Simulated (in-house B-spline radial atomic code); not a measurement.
Radial electron density of Ho+, [Xe] 4f11 6s1. Method: scalar-relativistic (X2C) LDA PW92, spin-polarised, spherical fractional occupations, Fermi nucleus of rms radius 5.2022 fm. Calculated with a radial B-spline atomic code at the basis-set limit.

One-electron X2C: radii and densities carry no picture-change correction, so inner-shell <1/r> comes out high (for 1s by about 2 % at Z = 33, 5 % at 54, 10 % at 75, 30 % at 118) and <r> low.

Columns: r (bohr), 4πr²n(r) (electrons per bohr), bar.

```
 0.00047    2.633 #
0.000589    3.666 #
0.000739    5.093 ##
0.000927     7.04 ###
 0.00116    9.644 ####
 0.00146    13.22 #####
 0.00183    17.86 #######
 0.00229     23.8 #########
 0.00288    31.45 ############
 0.00361    40.64 ###############
 0.00453    51.38 ###################
 0.00568    63.04 #######################
 0.00712    74.59 ############################
 0.00894     84.5 ###############################
  0.0112    90.72 ##################################
  0.0141    91.82 ##################################
  0.0176    87.95 #################################
  0.0221    81.78 ##############################
  0.0277    78.99 #############################
  0.0348    85.17 ###############################
  0.0437    100.6 #####################################
  0.0548    116.2 ###########################################
  0.0687      119 ############################################
  0.0862    105.5 #######################################
   0.108     91.5 ##################################
   0.136    94.98 ###################################
    0.17    106.4 #######################################
   0.213    97.34 ####################################
   0.268    66.03 ########################
   0.336    48.08 ##################
   0.421    53.95 ####################
   0.528     55.9 #####################
   0.662     40.8 ###############
   0.831    23.97 #########
    1.04    15.53 ######
    1.31    11.02 ####
    1.64     6.75 ##
    2.06    3.152 #
    2.58    1.277 
    3.24   0.5895 
    4.06   0.3123 
    5.09   0.1292 
    6.39  0.03211 
    8.01 0.004246 
      10 0.0002779 
    12.6 6.408e-06
```

On this grid the curve has 4 maxima, near 0.0141, 0.0687, 0.17, 0.528 bohr.

The 6s up radial function P(r) = rR(r), positive near the nucleus:

| r (bohr) | P |
| --- | --- |
| 0.000299 | 0.008354 |
| 0.00047 | 0.01169 |
| 0.000739 | 0.01624 |
| 0.00116 | 0.02229 |
| 0.00183 | 0.03019 |
| 0.00288 | 0.03969 |
| 0.00453 | 0.04972 |
| 0.00712 | 0.05717 |
| 0.0112 | 0.05555 |
| 0.0176 | 0.03494 |
| 0.0277 | -0.01195 |
| 0.0437 | -0.06975 |
| 0.0687 | -0.0767 |
| 0.108 | 0.02463 |
| 0.17 | 0.1221 |
| 0.268 | -0.01856 |
| 0.421 | -0.1761 |
| 0.662 | 0.07941 |
| 1.04 | 0.2863 |
| 1.64 | -0.07834 |
| 2.58 | -0.547 |
| 4.06 | -0.5239 |
| 6.39 | -0.1774 |
| 10 | -0.0166 |
